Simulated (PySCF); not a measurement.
Interval between two levels of Mn⁺ by level of theory

Mn⁺ [Ar] 3d5 4s1 [7S3, M_J = 3] → Mn⁺ [Ar] 3d6 [5D4, M_J = 4], as a difference of total energies. Calculation: PySCF 2.14, in x2c-SVPall-2c with one added diffuse shell each of s, d type (6s5p4d1f, 48 functions); the two-component X2C-1e Hamiltonian. Correlated levels: [Ne] frozen; the 6 highest virtual spinors dropped. "Screened" scales the spin-orbit matrix elements by Boettger's factors to mimic the two-electron term; Breit and QED terms are absent.

Question: Order these methods by the interval between two levels they give, lowest first.
A. GMP2 (screened spin-orbit)
B. GMP2 (spin-free)
C. GHF (screened spin-orbit)
D. GHF (spin-free)

Answer: A (17114 cm⁻¹), B (17368 cm⁻¹), C (28197 cm⁻¹), D (28435 cm⁻¹).

Errors of the correlated levels include the incompleteness of this basis and the frozen core.

The labels give the starting determinants; with spin-orbit coupling the two ends relaxed to ⟨J²⟩ = 12.00, ⟨L²⟩ = 0.00, ⟨S²⟩ = 12.00 and ⟨J²⟩ = 20.02, ⟨L²⟩ = 6.01, ⟨S²⟩ = 6.01.

For comparison: 14326 cm⁻¹ (measured; NIST Handbook of Basic Atomic Spectroscopic Data (Sansonetti and Martin, J. Phys. Chem. Ref. Data 34, 1559 (2005))).
